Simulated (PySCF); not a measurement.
**A search over the determinants of CaIn**

Unrestricted PBE0; basis Ca def2-SVPD, In def2-SVPD with ECP28; scalar-relativistic core potentials; PySCF 2.14. Outer shells of the fragments: Ca 4s2; In 4d10 5s2 5p1.

Followed along the bond (rough minima from three points):

```tsv
2Ms+1	unpaired	⟨S²⟩ at the start	R at minimum (Å)	Te (eV)
2	π ↑	0.95	3.28	0.00
2	σ ↑	0.76	3.68	0.23
4	σ ↑, π ↑↑	3.75	2.90	0.59
4	σ ↑↑, π ↑	3.75	3.20	0.72
2	σ ↓, π ↑↑	1.76	2.89	0.87
```

Solutions found at the starting distance of 2.980 Å, counted from the lowest of them; the search is not exhaustive and high or unbound solutions are not listed, so other states can lie among these:

```csv
2Ms+1,unpaired,term,E (eV),⟨S²⟩,⟨Lz²⟩,μ (D)
2,π ↑,²Π,0.00,0.95,1.01,-2.01
4,"σ ↑, π ↑↑",⁴Σ⁻,0.49,3.75,0.00,-4.68
2,σ ↑,²Σ⁺,0.59,0.76,0.00,-0.06
4,"σ ↑↑, π ↑",⁴Π,0.68,3.75,1.01,-2.85
2,"σ ↓, π ↑↑",mixed,0.77,1.76,0.00,-3.32
2,"σ ↑, π ↑↓",mixed,0.81,1.76,2.02,-4.03
4,"σ ↑, π ↑↑",mixed,1.78,3.75,2.01,0.04
```

A term symbol is given only where ⟨S²⟩ and ⟨Lz²⟩ are close to those of a pure state; real π, δ and φ orbitals otherwise mix terms. A positive dipole means Ca(−)In(+).

Q: Compare the gap between the two lowest followed solutions at the starting distance with the gap between their minima.

A: At PBE0 the second solution (doublet, unpaired electrons σ ↑) lies +0.59 eV from the first (doublet, unpaired electrons π ↑) at 2.980 Å and +0.23 eV at the minima; the two curves relax by different amounts, since their minima lie near 3.68 and 3.28 Å.

Spin–orbit coupling is left out.
